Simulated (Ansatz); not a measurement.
System: sum formula Si₂H₃Cl₂, net charge 0, doublet state. It need not be the lowest isomer of its formula. 
Geometry from a B3LYP-D3(BJ)/def2-TZVP (Ansatz, a program for electronic structure) optimisation:
```
Si
H 1 1.4798
H 1 1.4798 2 110.18
H 1 1.4817 2 110.34 3 -122.09
Si 1 2.3618 2 107.85 3 117.47
Cl 5 2.0767 1 108.66 2 179.37
Cl 5 2.0767 6 108.37 1 117.90
```
Charge 0, spin multiplicity 2.

Atomisation energy built up term by term with Ansatz (kcal/mol; UHF references for open shells; valence terms freeze the core; atomic spin-orbit terms are left out). Basis-set limits of correlation are two-point, X^-3; Hartree-Fock from the larger set (for Q and 5 zeta extrapolated as (X+1)exp(-9√X)).

```tsv
term	basis	kcal/mol
Hartree-Fock	CBS(cc-pV(Q+d)Z,cc-pV(5+d)Z)	[?]
CCSD correlation	CBS(cc-pV(Q+d)Z,cc-pV(5+d)Z)	[?]
(T)	CBS(cc-pV(Q+d)Z,cc-pV(5+d)Z)	8.82
core correlation	cc-pwCVTZ	-0.02
scalar relativity (X2C)	cc-pVTZ-DK against cc-pVTZ	-1.52
sum: De		[?]
```

Problem. Some entries are withheld; supply them.

Solution. 
- Hartree-Fock, kcal/mol: 359.91
- CCSD correlation, kcal/mol: 107.31
- sum: De, kcal/mol: 474.5
